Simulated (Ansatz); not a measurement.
Consider the ligand exchange at a B–Cl bond: `FC(F)(F)OBCl` + H–F → `FBOC(F)(F)F` + HCl.

Isolated molecules relaxed with PBE0-D4/def2-TZVP in Ansatz; ΔE leaves out vibrations. CBS: MP2 limit from def2 TZ/QZ plus the TZ coupled-cluster correction, frozen cores. This one scheme is used for every species. DFT in def2-TZVPP. B3LYP here is the variant with VWN-RPA as its local correlation; programs differ in this. One conformer a species, not always the lowest.

```
         level  ΔE (kJ/mol)
     r2SCAN-D4        -61.8
         B3LYP        -67.5
  HF/CBS(def2)        -78.2
CCSD/CBS(def2)        -59.6
```

(1) What does CCSD(T)/CBS give? (An estimate is asked.)

Largest T1 diagnostic among the species: 0.013.

Answers

(1) Computed: -56.6 kJ/mol. The listed levels differ from it by -5.2, -10.9, -21.6, -3.0 kJ/mol.

In def2-TZVPP, CCSD(T) changes the Hartree–Fock value by +17.0 kJ/mol (the triples alone add +3.1 kJ/mol) and MP2 by +22.6 kJ/mol. The D4 term adds +4.1 kJ/mol with B3LYP and +2.2 kJ/mol with PBE0; it sums over pairs of atoms, weighted by their polarisabilities, and B3LYP, whose exchange is more repulsive, gets the larger term.
